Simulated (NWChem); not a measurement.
# SiHCl₃; SMILES Cl[SiH](Cl)Cl

Program: NWChem. Pople sets run with spherical d functions. Structure relaxed at the PBE0/def2-SVP level.

Q: Order these by “dipole (D)”, lowest first: B3LYP/6-31+G*; B3LYP/STO-3G; B3LYP/def2-TZVP; B3LYP/3-21G.

A: B3LYP/def2-TZVP (0.85), B3LYP/6-31+G* (1.16), B3LYP/3-21G (1.75), B3LYP/STO-3G (2.09)
